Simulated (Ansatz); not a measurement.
Basis-set series for `[OH][Zn-]1[O]C=CC=[O+]1`. Total charge 0; spin multiplicity 1. The geometry is a stationary point of PBE0-D4/def2-TZVP. It is one conformer, not always the lowest.

| functional | basis | functions | energy (Eh) | HOMO (eV) | LUMO (eV) |
| --- | --- | --- | --- | --- | --- |
| PBE0-D4 | def2-SVP | 135 | -2120.71016 | -7.08 | -1.83 |
| PBE0-D4 | def2-QZVPP | 562 | -2121.42976 | -7.48 | -2.09 |
| ωB97M-V | def2-SVP | 135 | -2121.11674 | -9.34 | 0.38 |
| ωB97M-V | def2-QZVPP | 562 | -2121.84501 | -9.62 | 0.02 |

Problem. Give the rows for def2-TZVPP. (Estimate.)

Solution. Ansatz gave: 
```
functional       basis  functions  energy (Eh)  HOMO (eV)  LUMO (eV)
   PBE0-D4  def2-TZVPP        306  -2121.36465      -7.46      -2.05
   ωB97M-V  def2-TZVPP        306  -2121.78269      -9.60       0.08
```

Positive LUMOs are unbound and depend on the basis. Scalar relativity is left out up to krypton.
